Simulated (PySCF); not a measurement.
# Frontier orbitals and the lowest excitations

Compound: C6H8BF2N.
Numbering: `[F:1][CH:2]([F:3])[BH2-:4][n+:5]1[cH:6][cH:7][cH:8][cH:9][cH:10]1` (hydrogens: H11 on C2; H12, H13 on B4; H14 on C6; H15 on C7; H16 on C8; H17 on C9; H18 on C10)

Structure used (PBE0-D3(BJ)/def2-SVP), in Å, numbered top down from 1:
```
atom  x, y, z in Å
F1    -2.1319    0.0162    1.5634
C2    -2.4301    0.1981    0.2319
F3    -2.1753    1.5262   -0.0232
B4    -1.5371   -0.7664   -0.7042
N5    -0.0404   -0.3702   -0.3524
C6     0.5441    0.6558   -0.9875
C7     1.7968    1.1217   -0.6187
C8     2.4589    0.5098    0.4426
C9     1.8385   -0.5492    1.1001
C10    0.5850   -0.9622    0.6751
H11   -3.5199    0.0511    0.1225
H12   -1.7177   -0.5326   -1.8890
H13   -1.6954   -1.9390   -0.4025
H14   -0.0317    1.0911   -1.8044
H15    2.2416    1.9557   -1.1631
H16    3.4475    0.8545    0.7536
H17    2.3162   -1.0577    1.9385
H18    0.0401   -1.7800    1.1471
```

Computed, not measured: TDDFT wB97X-D/def2-SVPD, vertical, gas phase, core orbitals frozen in the response in PySCF.

Frontier orbitals with the atoms that hold most of them (Löwdin shares over 4%, at most four atoms; ? is withheld):

```csv
orbital,ε (eV),atoms
HOMO-3,-11.21,"N5 18%, B4 11%, C8 10%, F1 9%"
HOMO-2,-10.47,"C10 20%, C6 20%, C7 20%, C9 20%"
HOMO-1,-10.14,"B4 38%, H13 21%, H12 21%"
HOMO,?,?
LUMO,-0.42,?
LUMO+1,0.34,"C7 19%, C9 19%, C10 18%, C6 18%"
LUMO+2,1.91,"C8 17%, C9 13%, C7 13%, H16 11%"
```

Problem. Which atoms hold the LUMO, and with what shares?

Solution. C8 (bonded to 2 C and H) 24%; N5 (bonded to B and 2 C) 21%; C6 (bonded to C, N and H) 12%; C10 (bonded to C, N and H) 12%. By element: carbon 48% or more, nitrogen 21%.

Problem. Which atoms hold the HOMO, and with what shares?

Solution. C2 (bonded to B, 2 F and H) 25%; B4 (bonded to C, N and 2 H) 22%; F3 (bonded to C) 14%; F1 (bonded to C) 14%. By element: fluorine 27%, carbon 25% or more, boron 22%.

Problem. What is the HOMO energy, and the HOMO–LUMO gap?

Solution. ε(HOMO) = -9.41 eV; the gap is 8.98 eV (0.3301 hartree).

Problem. How does S1 compare with the orbital gap of 8.98 eV?

Solution. S1 is at 5.20 eV (f = 0.138), 3.78 eV below the gap, made of HOMO→LUMO (97%). 

Problem. Give energy, strength and leading configuration of S1, S3, S4 and S6, and follow the Löwdin shares of the leading atoms from the occupied to the empty orbital.

Solution. 
- S1 (5.20 eV, f 0.138), HOMO→LUMO (97%): C2 25% → at most 13%, B4 22% → at most 13%, C8 at most 14% → 24%, N5 at most 14% → 21%
- S3 (5.67 eV, f 0.0017), HOMO-1→LUMO (94%): B4 38% → at most 13%, H13 21% → at most 13%, C8 at most 4% → 24%, N5 at most 4% → 21%
- S4 (6.16 eV, f 0.073), HOMO→LUMO+1 (71%): C2 25% → at most 18%, B4 22% → at most 18%, C7 at most 14% → 19%, C9 at most 14% → 19%
- S6 (6.60 eV, f 0.0065), HOMO-1→LUMO+1 (94%): B4 38% → at most 18%, H13 21% → at most 18%, C7 at most 4% → 19%, C9 at most 4% → 19%

Löwdin shares depend on the basis, the more so with diffuse functions.

On Arm Neoverse N1, one thread, no GPU, shared host with 64 logical CPUs at a one-minute load of 60, this took 14 min of wall time and 1.3 GiB of memory at its peak.

One conformer stands for the species.
